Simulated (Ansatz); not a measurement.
Consider the substitution at a C–O bond: `C[O][Zr]([CH3])([I])[I]` + `CNC=O` → `CN(C)C=O` + `[CH3][Zr]([OH])([I])[I]`.

Isolated molecules relaxed with PBE0-D4/def2-TZVP in Ansatz; ΔE leaves out vibrations. CBS: MP2 limit from def2 TZ/QZ plus the TZ coupled-cluster correction, frozen cores. Functionals use def2-TZVPP. HSE06 is defined as in plane-wave codes. def2 core potentials past Kr. For I, Zr outer-core shells are correlated without core-valence functions, which leaves a few kJ/mol of doubt a bond. One conformer a species, not always the lowest.

```tsv
level	ΔE (kJ/mol)	difference from CCSD(T)/CBS
BLYP-D4	-15.4	5.7
r2SCANh-D4	-20.7	0.4
HSE06-D4	-20.2	0.9
PBE	-18.0	3.1
revPBE	-13.5	7.6
r2SCAN	-20.3	0.8
PBE0	-19.5	1.6
HSE06	-19.4	1.7
CAM-B3LYP	-17.0	4.1
HF/def2-SVP	-9.0	12.1
CCSD(T)/CBS	-21.1	0
```

Largest T1 diagnostic among the species: 0.015.

In def2-TZVPP, CCSD(T) changes the Hartree–Fock value by −9.1 kJ/mol (the triples alone add −0.6 kJ/mol) and MP2 by −12.1 kJ/mol. At CCSD(T), def2-SVP lies +4.9 kJ/mol from the extrapolated value and def2-TZVPP +2.5 kJ/mol.
